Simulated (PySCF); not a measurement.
# Working out the ionisation energy of In

In [Kr] 4d10 5s2 5p1 (2P) → In⁺ [Kr] 4d10 5s2 (1S). All numbers are calculated (PySCF 2.14, scalar relativity through the core potential, in aug-cc-pVTZ-PP with one added diffuse shell each of d, f type with ECP28MDF (6s5p5d3f, 67 functions)). Frozen: 4s2 4p6 4d10. Energies in hartree (1 hartree = 27.21139 eV):

| part | In (lower) | In⁺ (upper) |
| --- | --- | --- |
| UHF | -189.210365 | -189.018767 |
| CCSD correlation | -0.041646 | -0.032713 |
| (T) | -0.000789 | 0.000000 |

What does Hartree-Fock give?

(-189.018767) − (-189.210365) = 0.191598 hartree = 5.214 eV.

What do CCSD and CCSD(T) give?

The CCSD correlation energies differ by 0.008933 hartree = 0.243 eV and the triples by 0.000789 hartree = 0.021 eV, so CCSD gives 5.457 eV and CCSD(T) 5.478 eV.

Measured between the centres of the two terms (NIST): 5.603 eV, so CCSD(T) (valence) is off by -0.125 eV.

What remains against the reference includes basis incompleteness, the frozen core and higher excitations.
